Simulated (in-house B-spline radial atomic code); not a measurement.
Values are calculated unless marked as measured or tabulated.
**Two electrons in InAs: a spherical dot of radius 21.3 nm with hard walls**

For InAs the NSM archive of the Ioffe Institute lists m* = 0.023 m0 and ε = 15.15. In so narrow a gap the band flattens within tens of meV, so real spacings are smaller, by up to some tenths.

Effective-mass model with parabolic bands, a uniform dielectric constant, no image charges, no central-cell or spin-orbit terms. Two-electron levels come from full CI in B-splines with partial waves to l = 5 (up to 0.001 effective hartree above the limit).

Question: What are the effective units, and what is the potential in them?

Answer: Ha* = 27211.386 meV × 0.023/15.15² = 2.727 meV and a* = 0.0529177 nm × 15.15/0.023 = 34.86 nm. The radius is R = 0.612 a*. The one-electron levels are π²/2R² = 13.1755 and 4.4934²/2R² = 26.9538 Ha*.

In these units the lowest s and p orbitals lie at 13.1755 and 26.9537, and their Coulomb and exchange integrals are J_ss = 2.9184, J_sp = 2.6465 and K_sp = 0.5877. (For an empty sphere J_ss = 1.786/R.) Full CI gives 29.2031 for the ground singlet, 42.1744 for the sp triplet, 43.2923 for the sp singlet and 68.3137 for the lowest triplet of two s orbitals.

Question: What does it cost to add the second electron, to first order and exactly?

Answer: To first order E = 2ε_s + J_ss = 29.2694, so the charging energy E(2) − 2E(1) is J_ss = 7.958 meV. CI gives 29.2031 − 2 × (13.1755) = 2.8521, or 7.777 meV: relaxation and correlation lower it by 0.1808 meV, 2.3 % of J_ss. The s² configuration of one-electron orbitals holds 99.8 % of the state, and the mean radius is 10.8 nm.

Question: How far above the singlet do the triplets lie?

Answer: To first order the sp triplet lies at ε_s + ε_p + J_sp − K_sp = 42.1881, which is 35.23 meV above 2ε_s + J_ss. CI gives 42.1744 − (29.2031) = 12.9713, or 35.37 meV, 94 % of the orbital spacing of 37.57 meV. The ss triplet lies 106.6 meV up, so the lower of the two is the sp one, and its gap equals k_BT at 410 K. The sp singlet-triplet splitting is 3.048 meV, against 2K_sp = 3.205 meV.
